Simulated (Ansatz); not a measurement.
Consider the atomization: `BCBC` → 2 B• + 2 C• + 8 H•.

Isolated molecules relaxed with PBE0-D4/def2-TZVP in Ansatz; ΔE leaves out vibrations. CBS: MP2 limit from def2 TZ/QZ plus the TZ coupled-cluster correction, frozen cores. This one scheme is used for every species, atoms too. Functionals use def2-TZVPP. B3LYP here is the variant with VWN-RPA as its local correlation; programs differ in this. HSE06 is defined as in plane-wave codes. Open shells (•) are unrestricted, without spin–orbit coupling. Spin–orbit coupling would lower the free atoms: a little for B, C. One conformer a species, not always the lowest.

```
             level  ΔE (kJ/mol)  difference from CCSD(T)/CBS
            B97M-V       4512.8                         52.4
           PBE0-D4       4510.5                         50.1
          HSE06-D4       4512.9                         52.5
               PBE       4521.7                         61.3
              BLYP       4424.7                        -35.7
              PBE0       4495.5                         35.1
             B3LYP       4476.0                         15.6
         CAM-B3LYP       4504.7                         44.3
SCS-MP2/def2-TZVPP       4413.2                        -47.2
     HF/def2-QZVPP       3531.3                       -929.1
       CCSD(T)/CBS       4460.4                            0
```

Largest T1 diagnostic among the species: 0.014.

In def2-TZVPP, CCSD(T) changes the Hartree–Fock value by +850.0 kJ/mol (the triples alone add +41.0 kJ/mol) and MP2 by +888.2 kJ/mol; breaking electron pairs costs correlation energy, which Hartree–Fock lacks. From r2SCAN to r2SCAN0 (25 % exact exchange), in def2-TZVPP and without D4, ΔE moves by −29.3 kJ/mol: exact exchange takes away binding that semilocal exchange gives to molecules. At CCSD(T), def2-SVP lies −153.0 kJ/mol from the extrapolated value and def2-TZVPP −82.3 kJ/mol: correlation converges slowly with the basis, and small sets miss more of it in the bonded molecule than in its fragments.

For atomizations the MP2-based limit and the directly extrapolated one differ by several kJ/mol either way, and by 10 to 25 for some Ge, Se and Sn compounds, so smaller differences from it don't rank the levels.
